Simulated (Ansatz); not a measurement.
One change: `[NH2][In]([NH2])[OH]` becomes `[CH3][In]([NH2])[OH]`.

Ansatz, PBE0-D4/def2-TZVP geometries, multiplicity 1. Each molecule was computed in one conformer, which needn't be the lowest.

Elements past krypton have def2 core potentials.

```json
{"property": "HOMO energy (B3LYP/def2-TZVPP) / eV", "`[NH2][In]([NH2])[OH]`": "-6.83"}
{"property": "LUMO energy (ωB97M-V/def2-TZVPP) / eV", "`[NH2][In]([NH2])[OH]`": "0.64"}
{"property": "zero-point energy (PBE0-D4/def2-TZVP) / kJ/mol", "`[NH2][In]([NH2])[OH]`": "165.3"}
{"property": "size of the dipole moment (ωB97M-V/def2-TZVPP) / D", "`[NH2][In]([NH2])[OH]`": "2.75"}
{"property": "HOMO–LUMO gap (PBE/def2-TZVPP) / eV", "`[NH2][In]([NH2])[OH]`": "3.77"}
{"property": "ideal-gas entropy at 298 K and 1 bar (rigid rotor, harmonic PBE0-D4/def2-TZVP) / J/(mol·K)", "`[NH2][In]([NH2])[OH]`": "357"}
```

Task: What does the change do to each property? (Estimate.)

Result: Computed: 
```
                                                                                  property  `[CH3][In]([NH2])[OH]`  shift
                                                       HOMO energy (B3LYP/def2-TZVPP) / eV                   -6.77   0.06
                                                     LUMO energy (ωB97M-V/def2-TZVPP) / eV                    0.89   0.25
                                            zero-point energy (PBE0-D4/def2-TZVP) / kJ/mol                   192.6   27.3
                                        size of the dipole moment (ωB97M-V/def2-TZVPP) / D                    2.23  -0.52
                                                       HOMO–LUMO gap (PBE/def2-TZVPP) / eV                    4.15   0.38
ideal-gas entropy at 298 K and 1 bar (rigid rotor, harmonic PBE0-D4/def2-TZVP) / J/(mol·K)                     377     20
```

With PBE0 the HOMO rises by 0.06 eV and the LUMO rises by 0.43 eV, so the gap widens by about 0.37 eV. PBE moves the HOMO by 0.07 eV and ωB97M-V by 0.04 eV. The zero-point energy changes by 27.3 kJ/mol with +3 modes. Dipoles are sizes alone; their direction can turn. Modes under 60 cm⁻¹, often nearly free rotors, make the harmonic entropy too high.

B3LYP here is the variant with VWN-RPA as its local correlation; programs differ in this.
